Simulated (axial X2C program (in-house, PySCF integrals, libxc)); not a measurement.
Low determinants of MoS⁺ at the PBE0 level, 2c

Calculated with an in-house all-electron X2C program for linear molecules (integrals from PySCF). Two-component (2c) means X2C with spin–orbit coupling and atomic mean-field two-electron Coulomb and Gaunt terms. Basis: Mo dyall-cv3z [11s12p9d5f3g], S dyall-av3z [9s8p3d2f] (cores contracted in-house); Gaussian nuclei, density fitting, unrestricted open shells. Masses: Mo 97.905 u, S 31.972 u.

Search at 2.064 Å (vertical energies from the lowest determinant):

| ΔE (eV) | state | electrons beyond evenly filled partner blocks | electrons in ±ω = 1/2, 3/2, 5/2, 7/2 |
| --- | --- | --- | --- |
| 0.00 | Ω = 3/2 | ω = 1/2, ω = -3/2, ω = 5/2 | 39 15 3 0 |
| 0.68 | Ω = 1/2 | ω = -1/2, ω = -3/2, ω = 5/2 | 39 15 3 0 |
| 0.77 | Ω = 5/2 | ω = 5/2 | 38 16 3 0 |
| 1.47 | Ω = 1/2 | 2 × ω = 3/2, ω = -5/2 | 38 16 3 0 |
| 1.53 | Ω = 1/2 | ω = 1/2 | 39 16 2 0 |
| 1.54 | Ω = 3/2 | ω = 3/2 | 38 15 4 0 |
| 1.70 | Ω = 9/2 | ω = 1/2, ω = 3/2, ω = 5/2 | 39 15 3 0 |

Lowest determinant, Ω = 3/2 (⟨Sz⟩ = 1.50, ⟨Lz⟩ = 0.00 at PBE0): Re = 2.059 Å, ωe = 516.1 cm⁻¹.

The determinant in row 2 of the search, Ω = 1/2 (⟨Sz⟩ = 1.50, ⟨Lz⟩ = -1.00 at PBE0), was followed along the bond at PBE0; measured from the minimum of the lowest determinant it gives:

Te = 0.671 eV (5415 cm⁻¹), Re = 2.094 Å, ωe = 514.0 cm⁻¹.

Q: Compare the bond of the determinant in row 2 with that of the lowest one.

A: At PBE0 its Re is 0.035 Å longer and its force constant, which goes as ωe², is 0.99 times that of the lowest determinant. T0 ≈ Te + Δωe/2 = 5415 + (-1) = 5414 cm⁻¹.

The search compares states at one distance, so a state with another bond length can lie lower; it is not exhaustive and yields mostly the lowest determinant of each block pattern, so other components and higher states of one pattern are missing. These are energies of single determinants, not of spin-adapted states; PBE0 term energies can be off by some tenths of an eV, and the functional has no current term.
